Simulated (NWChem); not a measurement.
System: C₂H₄Cl₂Si; SMILES C(/[SiH2]Cl)=C/Cl

Input file for NWChem:

```
start job
memory heap 200 mb stack 900 mb global 1100 mb
geometry units angstroms noautoz
  Cl     0.414914    -2.565223     0.000000
  C     -1.042857    -1.631036     0.000000
  C     -1.039726    -0.297311     0.000000
  Si     0.522818     0.729586     0.000000
  Cl    -0.047870     2.724116     0.000000
  H     -1.942198    -2.253816     0.000000
  H     -2.017231     0.198360     0.000000
  H      1.337637     0.481712    -1.220876
  H      1.337637     0.481712     1.220876
end
basis spherical
  Cl library 6-31g*
  C library 6-31g*
  Si library 6-31g*
  H library 6-31g*
end
dft
  xc b3lyp
  grid xfine
  iterations 150
  mulliken
end
task dft gradient
```

Excerpt of the output:

```
             Northwest Computational Chemistry Package (NWChem) 7.3.0
             --------------------------------------------------------

 CS  symmetry detected

                             Geometry "geometry" -> ""
                             -------------------------

 Output coordinates in angstroms (scale by  1.889725989 to convert to a.u.)

  No.       Tag          Charge          X              Y              Z
 ---- ---------------- ---------- -------------- -------------- --------------
    1 Cl                  17.0000     0.40949763    -2.57060758     0.00000000
    2 C                    6.0000    -1.04504365    -1.63139978     0.00000000
    3 C                    6.0000    -1.03731403    -0.29769350     0.00000000
    4 Si                  14.0000     0.52876140     0.72380979     0.00000000
    5 Cl                  17.0000    -0.03504613     2.72029565     0.00000000
    6 H                    1.0000    -1.94652663    -2.25107517     0.00000000
    7 H                    1.0000    -2.01310416     0.20134496     0.00000000
    8 H                    1.0000     1.34272089     0.47312779    -1.22087600
    9 H                    1.0000     1.34272089     0.47312779     1.22087600

 Effective nuclear repulsion energy (a.u.)     312.5625122374

      Symmetry information
      --------------------

 Group name             Cs
 Group number              2
 Group order               2
 No. of unique centers     8

                                 NWChem DFT Module
                                 -----------------

 Summary of "ao basis" -> "ao basis" (spherical)
 ------------------------------------------------------------------------------
       Tag                 Description            Shells   Functions and Types
 ---------------- ------------------------------  ------  ---------------------
 Cl                          6-31g*                  8       18   4s3p1d
 C                           6-31g*                  6       14   3s2p1d
 Si                          6-31g*                  8       18   4s3p1d
 H                           6-31g*                  2        2   2s

      Symmetry analysis of basis
      --------------------------

        a'         65
        a"         25

            General Information
            -------------------
          SCF calculation type: DFT
          Wavefunction type:  closed shell.
          No. of atoms     :     9
          No. of electrons :    64
           Alpha electrons :    32
            Beta electrons :    32
          Charge           :     0
          Spin multiplicity:     1
          Use of symmetry is: on ; symmetry adaption is: on
          Maximum number of iterations: 150
          AO basis - number of functions:    90
                     number of shells:    44
          Convergence on energy requested:  1.00D-06
          Convergence on density requested:  1.00D-05
          Convergence on gradient requested:  5.00D-04

              XC Information
              --------------
                         B3LYP Method XC Potential
                     Hartree-Fock (Exact) Exchange  0.200
                        Slater Exchange Functional  0.800 local
                    Becke 1988 Exchange Functional  0.720 non-local
              Lee-Yang-Parr Correlation Functional  0.810
                  VWN I RPA Correlation Functional  0.190 local

             Grid Information
             ----------------
          Grid used for XC integration:  xfine
          Radial quadrature: Mura-Knowles
          Angular quadrature: Lebedev.
          Tag              B.-S. Rad. Rad. Pts. Rad. Cut. Ang. Pts.
          ---              ---------- --------- --------- ---------
          Cl                  1.00      125          13.0      1454
          C                   0.70      100          12.0      1454
          Si                  1.10      125          11.0      1454
          H                   0.35      100          13.0      1202
          Grid pruning is: on
          Number of quadrature shells:   875
          Spatial weights used:  Erf1

      Superposition of Atomic Density Guess
      -------------------------------------

 Sum of atomic energies:       -1285.03191141

      Non-variational initial energy
      ------------------------------

 Total energy =   -1286.941482
 1-e energy   =   -2396.469570
 2-e energy   =     796.965575
 HOMO         =      -0.287478
 LUMO         =       0.014376

      Symmetry analysis of molecular orbitals - initial
      -------------------------------------------------

  Numbering of irreducible representations:

     1 a'          2 a"

  Orbital symmetries:

     1 a'          2 a'          3 a'          4 a'          5 a'
     6 a'          7 a'          8 a'          9 a'         10 a"
    11 a'         12 a'         13 a"         14 a'         15 a'
    16 a"         17 a'         18 a'         19 a'         20 a'
    21 a'         22 a'         23 a'         24 a'         25 a"
    26 a'         27 a"         28 a'         29 a'         30 a"
    31 a'         32 a"         33 a"         34 a'         35 a'
    36 a'         37 a'         38 a'         39 a"         40 a'
    41 a'         42 a"

     ---------------------------------------------
      Total Density - Mulliken Population Analysis
     ---------------------------------------------

    Atom       Charge   Shell Charges
 -----------   ------   -------------------------------------------------------
    1 Cl  17    17.13   2.00  2.00  5.98  1.38  3.61  0.54  1.60  0.02
    2 C    6     5.97   2.00  0.71  1.65  0.58  0.99  0.05
    3 C    6     6.57   2.00  0.74  2.02  0.62  1.17  0.02
    4 Si  14    13.24   2.00  2.00  5.97  0.95  1.51  0.27  0.39  0.16
    5 Cl  17    17.44   2.00  2.00  5.98  1.38  3.72  0.57  1.79  0.01
    6 H    1     0.77   0.46  0.31
    7 H    1     0.75   0.45  0.30
    8 H    1     1.06   0.47  0.59
    9 H    1     1.06   0.47  0.59

   convergence    iter        energy       DeltaE   RMS-Dens  Diis-err
 ---------------- ----- ----------------- --------- --------- ---------
 d= 0,ls=0.0,diis     1  -1288.4500506465 -1.60D+03  1.24D-02  5.72D-01
 d= 0,ls=0.0,diis     2  -1288.4373593670  1.27D-02  8.04D-03  6.37D-01
 d= 0,ls=0.0,diis     3  -1288.5110082387 -7.36D-02  2.62D-03  7.86D-02
 d= 0,ls=0.0,diis     4  -1288.5194494295 -8.44D-03  1.19D-03  1.43D-02
 d= 0,ls=0.0,diis     5  -1288.5215709236 -2.12D-03  2.25D-04  3.69D-04
  Resetting Diis
 d= 0,ls=0.0,diis     6  -1288.5216183420 -4.74D-05  6.02D-05  3.28D-05
 d= 0,ls=0.0,diis     7  -1288.5216228351 -4.49D-06  3.19D-05  1.75D-06
 d= 0,ls=0.0,diis     8  -1288.5216227082  1.27D-07  1.75D-05  2.61D-06
 d= 0,ls=0.0,diis     9  -1288.5216230966 -3.88D-07  1.95D-06  3.37D-08

         Total DFT energy =    -1288.521623096558
      One electron energy =    -2399.301013274049
           Coulomb energy =      888.071067208648
    Exchange-Corr. energy =      -89.854189268582
 Nuclear repulsion energy =      312.562512237425

 Numeric. integr. density =       64.000000229671

                  Occupations of the irreducible representations
                  ----------------------------------------------

                     irrep           alpha         beta
                     --------     --------     --------
                     a'               25.0         25.0
                     a"                7.0          7.0

                       DFT Final Molecular Orbital Analysis
                       ------------------------------------

 Vector   30  Occ=2.000000D+00  E=-3.148750D-01  Symmetry=a'
              MO Center= -4.3D-02,  1.3D+00, -7.0D-11, r^2= 5.3D+00
   Bfn.  Coefficient  Atom+Function         Bfn.  Coefficient  Atom+Function
  ----- ------------  ---------------      ----- ------------  ---------------
    71      0.560354  5 Cl px                75      0.316720  5 Cl px
    67     -0.219109  5 Cl px                 7      0.194592  1 Cl px
     8      0.167787  1 Cl py                35      0.155644  3 C  px
    53     -0.156096  4 Si px                36      0.151864  3 C  py
    72      0.146150  5 Cl py                38      0.124917  3 C  s

 Vector   31  Occ=2.000000D+00  E=-3.148285D-01  Symmetry=a"
              MO Center=  2.5D-01,  2.1D+00,  7.0D-11, r^2= 3.0D+00
   Bfn.  Coefficient  Atom+Function         Bfn.  Coefficient  Atom+Function
  ----- ------------  ---------------      ----- ------------  ---------------
    73      0.638708  5 Cl pz                77      0.359371  5 Cl pz
    69     -0.249715  5 Cl pz                88      0.190053  8 H  s
    90     -0.190053  9 H  s                 55     -0.155958  4 Si pz
    87      0.131682  8 H  s                 89     -0.131682  9 H  s
     9      0.114866  1 Cl pz                51      0.063772  4 Si pz

[...]

                         DFT ENERGY GRADIENTS

    atom               coordinates                        gradient
                 x          y          z           x          y          z
   1 Cl      0.773838  -4.857744   0.000000   -0.007445   0.006937   0.000000
   2 C      -1.974846  -3.082899   0.000000    0.012571  -0.002228   0.000000
   3 C      -1.960239  -0.562559   0.000000    0.003873  -0.002294   0.000000
   4 Si      0.999214   1.367802   0.000000   -0.003329   0.003591   0.000000
   5 Cl     -0.066228   5.140613   0.000000    0.000493  -0.003444   0.000000
   6 H      -3.678402  -4.253915   0.000000   -0.004727  -0.002802   0.000000
   7 H      -3.804215   0.380487   0.000000   -0.003767   0.002369   0.000000
   8 H       2.537375   0.894082  -2.307121    0.001166  -0.001064  -0.002166
   9 H       2.537375   0.894082   2.307121    0.001166  -0.001064   0.002166
```

Level: B3LYP/6-31G* (spherical d). The geometry was optimised at PBE0/def2-SVP.
